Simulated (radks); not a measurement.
Values are calculated unless marked as measured or tabulated.
Question: Ag8+, 39 electrons, occupied as [Kr] 4d3 (the NIST ground configuration). Code: a radial shooting solver on a logarithmic mesh with Libxc functionals. Model: scalar-relativistic Kohn-Sham, LDA (Slater exchange, Perdew-Wang correlation), spin-polarised, spherical densities, finite nucleus; open shells are filled with parallel spins first (spin-orbit coupling, left out, can overturn this in heavy ions); Fermi nuclear charge, rms radius 4.5454 fm. Some entries of the table are withheld. Estimate them.

orbital,occ.,eigenvalue (hartree),<r^2> (bohr^2),r(max) (bohr)
1s up,1,-935.1343,0.001311,0.02018
1s down,1,-935.1337,0.001311,0.02018
2s up,1,-142.4441,0.02150,0.1141
2s down,1,-142.4126,0.02150,0.1141
2p up,3,-128.4195,0.01692,0.09117
2p down,3,-128.3945,0.01692,0.09116
3s up,1,-30.48749,0.1555,0.3327
3s down,1,-30.46531,0.1554,0.3328
3p up,3,-25.88279,0.1567,0.3257
3p down,3,-25.85873,0.1566,0.3257
3d up,5,-18.61540,0.1416,(1)
3d down,5,-18.58373,0.1413,(2)
4s up,1,-8.58153,0.8579,0.8079
4s down,1,-8.46238,0.8565,0.8063
4p up,3,-7.15957,(3),0.8512
4p down,3,-7.03884,(4),0.8496
4d up,3,-5.01539,1.277,0.9368
4d down,0,-4.89629,1.286,0.9358

Answer: 
(1) 3d up r(max) (bohr): 0.2728
(2) 3d down r(max) (bohr): 0.2729
(3) 4p up <r^2> (bohr^2): 0.9796
(4) 4p down <r^2> (bohr^2): 0.9797
